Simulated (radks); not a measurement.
Results of a calculation; reference values are marked as such.
La45+, 12 electrons, occupied as [Ne] 3s2. Code: a radial shooting solver on a logarithmic mesh with Libxc functionals. Model: Dirac Kohn-Sham, LDA (Slater exchange, Perdew-Wang correlation), spin-unpolarised, spherical densities, point nucleus.

Spin-orbit splittings of the eigenvalues, e(l+1/2) - e(l-1/2), with zeta = 2 splitting/(2l+1) and mean radii in bohr:

| shell | occ. | splitting (eV) | zeta (eV) | <r> j=l-1/2 | <r> j=l+1/2 |
|---|---|---|---|---|---|
| 2p | 6 | 428.1 | 285.4 | 0.08826 | 0.09406 |
| 3p | 0 | ? | ? | 0.2393 | 0.2478 |

Estimate the 3p splitting.

Answer. 112.0 eV (zeta = 74.68 eV).
